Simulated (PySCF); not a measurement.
## Electron correlation in N²⁺ (nitrogen, charge +2)

[He] 2s2 2p1, 2P determinant. Calculation: PySCF 2.14, in aug-cc-pVDZ (4s3p2d, 23 functions); no relativity, point nucleus. Frozen: 1s2; 3 electrons correlated.

MP2 pair energies summed by pair of shells (mhartree):

```json
{"pair": "2s-2s", "energy": "-29.76", "share (%)": "64.5"}
{"pair": "2s-2p", "energy": "-16.35", "share (%)": "35.5"}
```

Total MP2 correlation energy: -46.11 mhartree.

Same-spin part -2.35 and opposite-spin part -43.76 mhartree; SCS-MP2 scales them by 1/3 and 6/5 to -53.30 mhartree.

```json
{"level": "CCSD", "correlation energy (mhartree)": "-74.67"}
{"level": "(T)", "correlation energy (mhartree)": "-0.56"}
{"level": "CCSD(T)", "correlation energy (mhartree)": "-75.23"}
```

Diagnostics: T1 = 0.0067, D1 = 0.0130, largest double amplitude 0.139.

Cost of the coupled-cluster step: 0.07 s of wall time on 1 thread of AMD EPYC 9R45 96-Core Processor (shared host), for 3 correlated electrons.

Iterations:

```
CC2 = 0
CCSD nocc = (np.int64(2), np.int64(1)), nmo = (22, 22)
frozen orbitals [[0], [0]]
max_cycle = 100
direct = 0
conv_tol = 1e-08
conv_tol_normt = 1e-06
diis_space = 8
diis_start_cycle = 0
Init t2, MP2 energy = -0.0461140979171413
Init E_corr(UCCSD) = -0.0461140979172626
cycle = 1  E_corr(UCCSD) = -0.0622509310455139  dE = -0.0161368331  norm(t1,t2) = 0.0538612
cycle = 2  E_corr(UCCSD) = -0.068855183139759  dE = -0.00660425209  norm(t1,t2) = 0.0259779
cycle = 3  E_corr(UCCSD) = -0.0747513101392857  dE = -0.005896127  norm(t1,t2) = 0.0130203
cycle = 4  E_corr(UCCSD) = -0.0746437785596707  dE = 0.00010753158  norm(t1,t2) = 0.000871931
cycle = 5  E_corr(UCCSD) = -0.0746815721581906  dE = -3.77935985e-05  norm(t1,t2) = 0.000123329
cycle = 6  E_corr(UCCSD) = -0.0746662598373298  dE = 1.53123209e-05  norm(t1,t2) = 2.72348e-05
cycle = 7  E_corr(UCCSD) = -0.0746711132220163  dE = -4.85338469e-06  norm(t1,t2) = 1.05228e-05
cycle = 8  E_corr(UCCSD) = -0.0746711190990514  dE = -5.87703504e-09  norm(t1,t2) = 5.17625e-07
UCCSD converged
E(UCCSD) = -52.88194012012251  E_corr = -0.07467111909905139
UCCSD(T) correction = -0.000563165158825503
```
